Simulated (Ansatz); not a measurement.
```yaml
crystal:
  periodic: [false, false, false]
  atoms:
    - {symbol: C, position_ang: [-0.676120, -1.507630, -0.192460]}
    - {symbol: C, position_ang: [-0.000219, -0.318502, 0.483194]}
    - {symbol: C, position_ang: [-1.053397, 0.544794, 1.170856]}
    - {symbol: C, position_ang: [0.976535, -0.839564, 1.537797]}
    - {symbol: C, position_ang: [0.822157, 0.502947, -0.526200]}
    - {symbol: Si, position_ang: [0.102780, 1.359044, -2.006822]}
    - {symbol: Cl, position_ang: [-1.257871, 2.809808, -1.546017]}
    - {symbol: Cl, position_ang: [-0.772205, 0.096713, -3.351933]}
    - {symbol: Cl, position_ang: [1.659447, 2.275953, -2.965532]}
    - {symbol: H, position_ang: [-1.161155, -2.138086, 0.557306]}
    - {symbol: H, position_ang: [-1.439989, -1.190832, -0.904505]}
    - {symbol: H, position_ang: [0.048585, -2.124500, -0.730863]}
    - {symbol: H, position_ang: [-1.548715, -0.026765, 1.960069]}
    - {symbol: H, position_ang: [-0.605017, 1.430365, 1.629448]}
    - {symbol: H, position_ang: [-1.821646, 0.882287, 0.473131]}
    - {symbol: H, position_ang: [1.745577, -1.471804, 1.085493]}
    - {symbol: H, position_ang: [0.449624, -1.435196, 2.287993]}
    - {symbol: H, position_ang: [1.477484, -0.015578, 2.053386]}
    - {symbol: H, position_ang: [1.611702, -0.130486, -0.952612]}
    - {symbol: H, position_ang: [1.350842, 1.306434, 0.004270]}
basis:
  gaussian: {orbitals: 6-31G}
magnetization: {spin_polarized: true, initial_magnetization: 1}
hamiltonian: {xc: {name: rPW86-PBE}, dispersion: d3bjatm}
output: {forces: true}
```

```sh
$ ansatz run in.yaml --threads 4 --pin off --events-out ev --progress --plain --max-ram 66560MiB --backend cpu
```

Shortened log:

```
Error: a molecule whose nuclei and cores have a total charge of 106 cannot have a net charge of 0 together with 1 unpaired electrons
```

(1) Something in this input is off. What?

## Answers

(1) The number of unpaired electrons doesn't fit the electron count. The input was rejected before any iteration.
